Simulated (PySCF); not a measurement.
SMILES N#Cc1ccc(SC)cc1 (C₈H₇NS), GFN2-xTB optimised geometry.

```
17

C     -2.61    -2.43     0.02
S     -0.84    -2.80     0.00
C     -0.06    -1.22     0.00
C     -0.75    -0.01     0.00
C     -0.06     1.18     0.00
C      1.34     1.18     0.00
C      2.05     2.40     0.00
N      2.62     3.39     0.00
C      2.03    -0.04     0.00
C      1.33    -1.22     0.00
H     -2.89    -1.88    -0.88
H     -2.87    -1.88     0.92
H     -3.11    -3.39     0.03
H     -1.83     0.01     0.00
H     -0.59     2.12     0.00
H      3.11    -0.04     0.00
H      1.86    -2.17     0.00
```

Density from PBE0/def2-SVP run with PySCF 2.14.0 at that geometry.

Minimum of the electron density along straight lines between bonded atoms, close to the bond critical point (lines longer than 1.1 times the sum of covalent radii, or with two minima, are not listed):

```tsv
bond	length / Å	ρ at the minimum / e bohr⁻³	∇²ρ there / e bohr⁻⁵	position (fraction from the first atom)
C1–S2	1.815	0.180	-0.32	0.46
S2–C3	1.759	0.201	-0.42	0.52
C3–C4	1.391	0.307	-0.77	0.51
C4–C5	1.380	0.313	-0.80	0.50
C5–C6	1.395	0.305	-0.77	0.50
C6–C7	1.411	0.288	-0.76	0.47
C7–N8	1.147	0.475	0.37	0.34
C6–C9	1.398	0.303	-0.76	0.51
C3–C10	1.397	0.305	-0.77	0.51
C9–C10	1.375	0.316	-0.81	0.50
C1–H11	1.086	0.280	-1.06	0.64
C1–H12	1.086	0.280	-1.06	0.64
C1–H13	1.086	0.279	-1.06	0.64
C4–H14	1.078	0.285	-1.09	0.63
C5–H15	1.080	0.285	-1.11	0.64
C9–H16	1.080	0.286	-1.11	0.64
C10–H17	1.079	0.284	-1.09	0.64
```
